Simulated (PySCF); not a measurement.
Si(F)2(OH)(SeH) (F₂H₂OSeSi), SMILES F[Si](O)([SeH])F. Atoms are numbered in the order given.

```xyz
7

O     -1.0260     1.5931     0.9989
Si    -0.7427     0.0836     0.3905
F     -1.8537    -0.3516    -0.7113
F     -0.9131    -0.9064     1.6598
Se     1.2450    -0.1552    -0.6739
H     -0.7935     2.3259     0.4019
H      1.9706     0.3585     0.5170
```

Geometry: PBE-D3(BJ)/def2-SVP. This is a generated structure with no PubChem entry under its InChIKey; it may be hypothetical. The values are those of a single conformer.

All values below come from PBE-D3(BJ)/def2-SVP in PySCF.

Frequencies are harmonic and unscaled.

| mode | ν (cm⁻¹) | IR (km/mol) | moving atoms (share of kinetic energy) |
|---|---|---|---|
| 1 | 142 | 1.9 | H 36 %, F 29 %, O 28 % |
| 2 | 160 | 13.1 | F 42 %, H 34 %, O 11 % |
| 3 | 166 | 31.8 | H 49 %, F 37 % |
| 4 | 248 | 2.9 | F 41 %, Se 38 %, O 11 %, H 8 % |
| 5 | 271 | 68.5 | H 39 %, O 22 %, F 22 %, Si 12 % |
| 6 | 297 | 13.5 | F 40 %, O 34 %, Si 17 %, H 9 % |
| 7 | 327 | 25.5 | F 44 %, H 35 %, O 11 %, Si 9 % |
| 8 | 458 | 96.0 | Si 52 %, F 22 %, O 15 %, Se 9 % |
| 9 | 644 | 3.7 | H 93 % |
| 10 | 784 | 203.7 | H 77 %, O 13 %, F 9 % |
| 11 | 807 | 199.5 | F 45 %, Si 29 %, O 25 % |
| 12 | 953 | 145.0 | Si 50 %, F 46 % |
| 13 | 965 | 104.8 | Si 47 %, O 29 %, F 15 %, H 10 % |
| 14 | 2358 | 5.1 | H 99 % |
| 15 | 3769 | 101.0 | H 94 % |
